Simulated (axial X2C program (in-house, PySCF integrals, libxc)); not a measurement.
What spin–orbit coupling does to MnAs

All values were computed with an in-house all-electron X2C program for linear molecules (integrals from PySCF). Spin-free means the one-electron spin-free X2C Hamiltonian; two-component (2c) means X2C with spin–orbit coupling and atomic mean-field two-electron Coulomb and Gaunt terms, so the difference of the two also holds small scalar two-electron terms. Basis: As dyall-cv3z [9s9p6d4f1g], Mn dyall-cv3z [9s10p6d3f2g] (cores contracted in-house); Gaussian nuclei, density fitting, unrestricted open shells. Masses: As 74.922 u, Mn 54.938 u.

Spin-free state: M_S = 2, Λ = 1 (beyond evenly filled blocks: σα, π+α, δ+α, δ-α); fragments As + Mn.

| level | Re (Å) | ωe (cm⁻¹) | De (eV) | μ (D) |
| --- | --- | --- | --- | --- |
| PBE0 | 2.269 | 304.9 | 1.224 | 4.33 |
| HF | 2.523 | 232.1 | -0.355 | 4.15 |
| CCSD | 2.366 | 267.0 | 0.269 | n/a |
| CCSD(T) | 2.352 | 270.7 | 0.370 | n/a |
| PBE | 2.202 | 330.5 | 2.083 | 3.50 |

Correlated methods: 12 electrons correlated (number of frozen shells: As 3 s, 2 p, 1 d; Mn 3 s, 2 p), 296 virtual spin orbitals or spinors in MP2, 90 natural virtuals in coupled cluster.

Dipoles are positive if Mn is the positive end.

Two-component determinant lowest at the distance of the search:

Ω = 1 (⟨Sz⟩ = 2.01, ⟨Lz⟩ = -1.01 at HF); fragments As + Mn.

```json
{"level": "PBE0", "Re (Å)": "2.271", "ωe (cm⁻¹)": "303.7", "De (eV)": "1.284", "μ (D)": "4.32"}
{"level": "HF", "Re (Å)": "2.525", "ωe (cm⁻¹)": "231.5", "De (eV)": "-0.295", "μ (D)": "4.21"}
{"level": "CCSD", "Re (Å)": "2.368", "ωe (cm⁻¹)": "265.1", "De (eV)": "0.324", "μ (D)": "n/a"}
{"level": "CCSD(T)", "Re (Å)": "2.354", "ωe (cm⁻¹)": "268.9", "De (eV)": "0.423", "μ (D)": "n/a"}
{"level": "PBE", "Re (Å)": "2.204", "ωe (cm⁻¹)": "329.4", "De (eV)": "2.142", "μ (D)": "3.50"}
```

Q: From the two tables, how do the constants change at the CCSD(T) level (2c against spin-free)?

A: At the CCSD(T) level Re rises by 0.002 Å and ωe decreases by 1.8 cm⁻¹; De changes by 0.053 eV.

The state is one determinant whose occupation by symmetry is held fixed; it was picked as the lowest of a PBE0 search that is not exhaustive. Dissociation energies refer to the lowest single-determinant-based atoms at the same level and basis. Density functionals use the spin component along the axis (collinear). CCSD and (T) use frozen natural virtuals with an MP2 correction for the truncation; (T) itself is uncorrected, so its De runs slightly low. PBE0 can misorder states that lie within some tenths of an eV, so this need not be the ground state of the molecule. The nearest other spin-free determinant of the search, M_S = 2, Λ = 0, lies 0.32 eV up at the distance of the search. The functionals have no current-density term, which raises determinants with orbital currents, atoms included. With several unpaired electrons one determinant need not be a pure state. Open-shell Ω = 0 determinants with evenly filled partner blocks cannot be reached by this program, so the Ω shown need not be the lowest component. Some points did not converge and are left out. The determinant is spin-polarised beyond a pure state at some levels (its spin-free form has ⟨S²⟩ too high), which makes Re and μ there less reliable. The T1 diagnostic is large, a sign of multireference character.
